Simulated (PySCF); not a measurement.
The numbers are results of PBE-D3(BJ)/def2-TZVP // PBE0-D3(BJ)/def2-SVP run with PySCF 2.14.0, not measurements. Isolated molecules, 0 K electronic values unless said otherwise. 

Reference species (SMILES): `[SiH3]c1cc2cccccc-2c1` (neutral, multiplicity 1).

```json
{
  "dipole_moment": "2.15 D",
  "HOMO": "-5.06 eV",
  "S1 oscillator strength": "0.010"
}
```

Changed species: `[SiH3]c1ccc2cccc-2cc1`.

### Question
Predict the effect on the dipole moment, HOMO and S1 oscillator strength.

### Answer
the dipole moment decreases by 2.02 D, to 0.13 D; the HOMO stays essentially unchanged; the S1 oscillator strength is nearly the same.
